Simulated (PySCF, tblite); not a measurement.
Species: C5H7FO.
Atom-mapped SMILES: `[CH2:1]=[CH:2][C@H:3]([CH3:4])[C:5](=[O:6])[F:7]` (hydrogens: H8, H9 on C1; H10 on C2; H11 on C3; H12, H13, H14 on C4)

Cartesian coordinates in Å at the GFN2-xTB level; atoms count from 1:
```xyz
14
C5H7FO angstrom
C      2.1803    0.0309   -0.0955
C      0.9319    0.0920   -0.5152
C     -0.2647    0.0278    0.3991
C     -1.1991   -1.1187   -0.0070
C     -0.9761    1.3443    0.3047
O     -1.1339    2.1783    1.1236
F     -1.4673    1.5521   -0.9528
H      2.4276   -0.0641    0.9491
H      3.0086    0.0683   -0.7817
H      0.6981    0.1906   -1.5664
H      0.0621   -0.0961    1.4353
H     -0.6604   -2.0606    0.0547
H     -1.5493   -0.9825   -1.0274
H     -2.0586   -1.1629    0.6576
```

Theory: CAM-B3LYP/def2-SVPD in PySCF (dipole) on a GFN2-xTB geometry, gas phase.

Masses are those of the commonest isotopes; rigid-rotor values at the optimised geometry. The values belong to one conformer with, in the numbering `[CH2:1]=[CH:2][C@H:3]([CH3:4])[C:5](=[O:6])[F:7]`, C1–C2–C3–C4 -124°, C2–C3–C5–O6 -115°.

Task: Give the principal moments of inertia and the rotational constants in cm⁻¹.

Result: Ia = 139.42, Ib = 252.85, Ic = 295.55 u·Å²; 505379 MHz·u·Å²/I gives 3625, 1999 and 1710 MHz, that is A = 0.12091, B = 0.06667, C = 0.05704 cm⁻¹.

Task: Classify the top.

Result: An asymmetric top: κ = (2 × 1999 − 3625 − 1710)/(3625 − 1710) = -0.70.

Task: What does the inertial defect say?

Result: Not planar: Δ = Ic − Ia − Ib = -96.72 u·Å². For a rigid frame Δ = −2 Σ m c², so Σ m c² = 48.36 u·Å² lies off the ab plane: 8.08 from hydrogen and 40.28 from heavier atoms. The atom farthest from that plane is 1.54 Å away.

Task: Give the other two planar moments, Paa and Pbb, and the rms extents of the mass along the axes.

Result: Paa = Σ m a² = (Ib + Ic − Ia)/2 = 204.49 and Pbb = Σ m b² = (Ia + Ic − Ib)/2 = 91.06 u·Å². With the mass M = 102.05 u, the rms extents √(P/M) along a, b and c are 1.42, 0.94, 0.69 Å.

Task: Where do the levels up to J = 4 lie, in MHz?

Result: Above 0(0,0):
J = 1: 1(0,1) 3709, 1(1,1) 5335, 1(1,0) 5624
J = 2: 2(0,2) 11091, 2(1,2) 12463, 2(1,1) 13330, 2(2,1) 18208, 2(2,0) 18243
J = 3: 3(0,3) 22079, 3(1,3) 23135, 3(1,2) 24865, 3(2,2) 29334, 3(2,1) 29506, 3(3,1) 38207, 3(3,0) 38210
J = 4: 4(0,4) 36590, 4(1,4) 37329, 4(1,3) 40198, 4(2,3) 44141, 4(2,2) 44637, 4(3,2) 53105, 4(3,1) 53124, 4(4,1) 65442, 4(4,0) 65443
Those of J = 1 are B + C, A + C and A + B.

Task: Which types of transition are allowed, and where do some lines up to J = 5 fall?

Result: The dipole components are |μa| = 2.77 D, |μb| = 1.70 D, |μc| = 0.24 D. Intensities carry the squares of the components, which stand as 1.00 : 0.38 : 0.01 (a : b : c). Some lines, for components of 0.1 D or more:

```csv
type,branch,"J(Ka,Kc)",MHz,lower level (cm⁻¹)
b,Q,"3(1,2) ← 3(0,3)",2786,0.736
b,Q,"3(2,1) ← 3(1,2)",4641,0.829
b,Q,"3(2,2) ← 3(1,3)",6199,0.772
b,R,"5(3,2) ← 4(4,1)",6374,2.183
b,R,"3(1,2) ← 2(2,1)",6657,0.607
c,Q,"4(3,2) ← 4(2,2)",8468,1.489
b,R,"4(1,3) ← 3(2,2)",10864,0.978
a,R,"3(0,3) ← 2(0,2)",10989,0.370
c,Q,"4(4,1) ← 4(3,1)",12319,1.772
b,Q,"4(4,0) ← 4(3,1)",12319,1.772
a,R,"4(0,4) ← 3(0,3)",14511,0.736
c,R,"4(1,3) ← 3(0,3)",18119,0.736
c,R,"4(2,3) ← 3(1,3)",21006,0.772
c,R,"5(5,1) ← 4(4,1)",34484,2.183
```

Task: Estimate the classical rotational partition function at 100 K, 200 K and 298.15 K.

Result: Point group C1, symmetry number σ = 1; q = (√π/σ)·√((kT/h)³/(ABC)), k/h = 20836.6 MHz/K: 47900 at 100 K, 135000 at 200 K, 247000 at 298.15 K.

Its GFN2-xTB frequencies are all real (lowest 40 cm⁻¹). No vibrational averaging or centrifugal distortion is included, and the geometry carries the error of its method. A rigid rotor knows nothing of internal rotation, which can split or shift real lines.
